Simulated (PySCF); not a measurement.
# Dipole response of W (tungsten, neutral)

[Xe] 4f14 5d5 6s1, high-spin 7S determinant (an excited configuration). Computed with PySCF 2.14 in x2c-TZVPPall with one added diffuse shell each of s, p, d, f type (12s8p8d4f1g, 113 functions), with the spin-free X2C one-electron Hamiltonian (Gaussian nucleus). Coupled (time-dependent) response in atomic units; α is the mean over directions.

| method | mean α (bohr³) | C₆ (like pair) | S(−4) |
| --- | --- | --- | --- |
| UHF | 82.64 | 941.6 | 3568 |

S(−4) is the Cauchy moment in α(ω) = α(0) + S(−4) ω² + …

α(iu) at UHF:

| u (hartree) | α(iu) (bohr³) |
| --- | --- |
| 0 | 82.64 |
| 0.0500 | 74.78 |
| 0.100 | 59.30 |
| 0.200 | 35.78 |
| 0.300 | 24.09 |
| 0.500 | 13.95 |
| 0.750 | 8.786 |
| 1.00 | 6.223 |
| 1.50 | 3.702 |
| 2.00 | 2.484 |
| 3.00 | 1.348 |
| 5.00 | 0.5753 |

A single London oscillator, α(iu) = α/(1 + u²/ω²), gives C₆ = (3/4) ω α². Matching the computed C₆ needs ω = 4 × 941.6 / (3 × 82.64²) = 0.184 hartree.

Spin-orbit coupling, which splits the p, d and f shells strongly at this Z, is absent.
